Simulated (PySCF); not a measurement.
Isomers of [C9H16P]+ (charge +1), from PySCF 2.14.0, PBE0-D3(BJ)/def2-SVP geometry optimisation, gas phase. One conformer each, no zero-point energy, no frequencies.

Question: Which is lower in electronic energy at this level?
A. `[CH:1]#[C:2][CH2:3][P@@+:4]([CH3:5])([CH2:6][CH3:7])[CH2:8][CH:9]=[CH2:10]` (charge +1) with C2–C3–P4–C5 60°, C3–P4–C6–C7 179°, C3–P4–C8–C9 -64°, P4–C8–C9–C10 99°: A = 1339, B = 931.1, C = 668.7 MHz, dipole 2.29 D
B. `[CH:1]#[C:2][CH2:3][P@H+:4]([CH2:5][CH2:6][CH3:7])[CH:8]1[CH2:9][CH2:10]1` (charge +1) with C2–C3–P4–C5 -59°, C3–P4–C5–C6 179°, P4–C5–C6–C7 -63°, C3–P4–C8–C9 -146°: A = 1239, B = 857.4, C = 567.9 MHz, dipole 1.10 D

Answer: A. That is `C#CC[P@@+](C)(CC)CC=C`, 14.6 kcal/mol below the other.

| SMILES | mapped SMILES | E (Eh) | relative (kcal/mol) | relative (kJ/mol) | dipole about centre of mass (D) |
| --- | --- | --- | --- | --- | --- |
| C#CC[P@@+](C)(CC)CC=C | [CH:1]#[C:2][CH2:3][P@@+:4]([CH3:5])([CH2:6][CH3:7])[CH2:8][CH:9]=[CH2:10] | -692.74947 | 0.0 | 0.0 | 2.29 |
| C#CC[P@H+](CCC)C1CC1 | [CH:1]#[C:2][CH2:3][P@H+:4]([CH2:5][CH2:6][CH3:7])[CH:8]1[CH2:9][CH2:10]1 | -692.72624 | 14.6 | 61.0 | 1.10 |

As drawn, the higher has a three-membered ring, which the lower lacks.
